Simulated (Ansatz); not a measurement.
Complex (SMILES): F (HF) with F (HF), atoms 1 to 2 the first; geometry from B3LYP-D3(BJ)/def2-TZVP, monomers rigid:
```xyz
4

F     -0.1109     0.0578    -0.7031
H      0.2570     0.2171     0.1337
F      1.2812     1.5025    -2.5344
H      0.7179     0.9578    -2.0301
```

Energies in hartree at MP2 with Ansatz (a first-principles code); the counterpoise-corrected interaction energy is their sum with the coefficients shown, times 627.509 kcal/mol a hartree. All functions are spherical. Cores are frozen. No added dispersion term, no relativity.

```json
[
 {"species": "the complex", "coefficient": "+1", "part": "Hartree-Fock", "aug-cc-pVDZ": "-200.07195", "aug-cc-pVTZ": "-200.12688", "aug-cc-pVQZ": "-200.14177"},
 {"species": "the complex", "coefficient": "+1", "part": "correlation", "aug-cc-pVDZ": "-0.44706", "aug-cc-pVTZ": "-0.56233", "aug-cc-pVQZ": "-0.60501"},
 {"species": "F (HF), first monomer among the partner's ghost functions", "coefficient": "-1", "part": "Hartree-Fock", "aug-cc-pVDZ": "-100.03319", "aug-cc-pVTZ": "-100.06061", "aug-cc-pVQZ": "-100.06798"},
 {"species": "F (HF), first monomer among the partner's ghost functions", "coefficient": "-1", "part": "correlation", "aug-cc-pVDZ": "-0.22332", "aug-cc-pVTZ": "-0.28074", "aug-cc-pVQZ": "-0.30196"},
 {"species": "F (HF), second monomer among the partner's ghost functions", "coefficient": "-1", "part": "Hartree-Fock", "aug-cc-pVDZ": "-100.03273", "aug-cc-pVTZ": "-100.06024", "aug-cc-pVQZ": "-100.06764"},
 {"species": "F (HF), second monomer among the partner's ghost functions", "coefficient": "-1", "part": "correlation", "aug-cc-pVDZ": "-0.22344", "aug-cc-pVTZ": "-0.28083", "aug-cc-pVQZ": "-0.30209"}
]
```

Problem. Predict the counterpoise-corrected interaction energy in aug-cc-pV5Z (X = 5): let each Hartree-Fock step shrink by the ratio of the last two, and fit each correlation energy at X = 3 and 4 to E + A/X^3. Compare with the run.

Solution. 
- the complex: steps -0.05493 and -0.01489, ratio 0.271, so Hartree-Fock -200.14581 (run: -200.14572); A = (-0.56233 - (-0.60501))/(1/27 - 1/64) = 1.9933, correlation -0.60501 - A/64 + A/125 = -0.62021 (run: -0.62257).
- F (HF), first monomer among the partner's ghost functions: steps -0.02742 and -0.00737, ratio 0.269, so Hartree-Fock -100.06996 (run: -100.06993); A = (-0.28074 - (-0.30196))/(1/27 - 1/64) = 0.9910, correlation -0.30196 - A/64 + A/125 = -0.30952 (run: -0.31068).
- F (HF), second monomer among the partner's ghost functions: steps -0.02751 and -0.00740, ratio 0.269, so Hartree-Fock -100.06963 (run: -100.06963); A = (-0.28083 - (-0.30209))/(1/27 - 1/64) = 0.9929, correlation -0.30209 - A/64 + A/125 = -0.30966 (run: -0.31085).
Predicted -4.55 kcal/mol; the run in aug-cc-pV5Z gives -4.52, a miss of -0.03. Keeping the value in aug-cc-pVQZ, -4.46, would miss by 0.06. All sums are of the energies as printed.
